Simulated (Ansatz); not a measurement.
Ideal-gas functions of BH$_{5}$SiZn$_{2}$, SMILES `[BH2][Zn][SiH2][ZnH]` at 298.15 K and 1 bar, from an Ansatz frequency run at PBE0-D4/def2-TZVP.

Molar mass 174.72 g/mol, point group C1 (symmetry number 1), electronic degeneracy 1, moments of inertia 67.862, 737.18, 795.27 u Å². Harmonic wavenumbers (cm⁻¹, unscaled): 38, 46, 94, 108, 266, 268, 356, 406, 406, 494, 516, 571, 594, 805, 909, 1149, 1836, 2150, 2157, 2554, 2632.

Use S(trans) = R[1.5 ln M + 2.5 ln T − 1.1517]; rotational temperatures θ = 24.2544 K / I; S(rot) = R[ln(√π/σ · √(T³/θAθBθC)) + 1.5]; for each mode x = 1.438777 ν̃/T, S = R[x/(eˣ − 1) − ln(1 − e⁻ˣ)] and H = RT x/(eˣ − 1); 1 cm⁻¹ = 0.0119627 kJ/mol; R = 8.31446 J/(mol·K).

By hand: the entropy, in J/(mol·K).

Translation 173.2. Rotation: θ = 0.3574, 0.0329, 0.0305 K, giving 121.3. Vibration, mode by mode: 22.43, 20.85, 14.96, 13.83, 6.79, 6.73, 4.77, 3.94, 3.94, 2.82, 2.59, 2.10, 1.93, 0.85, 0.56, 0.21, 0.01, 0.00, 0.00, 0.00, 0.00, in all 109.3. Electronic 0.0. Sum 403.8 J/(mol·K).

By hand: H − E and G − E in kJ/mol, counted from the electronic energy.

Zero-point energy ½ × 18355 × 0.0119627 = 109.8; thermal vibration 15.7; translation, rotation and pV give 4 RT = 9.9. H − E = 135.4 kJ/mol, and G − E = 135.4 − 298.15 × 403.8/1000 = 15.0 kJ/mol.

Vibration gives 27 % of the entropy, 72.1 J/(mol·K) of it from the modes under 150 cm⁻¹: soft modes count most, and the harmonic formula is weakest for them. The sum counts one conformer and one mirror image; others add a mixing term.
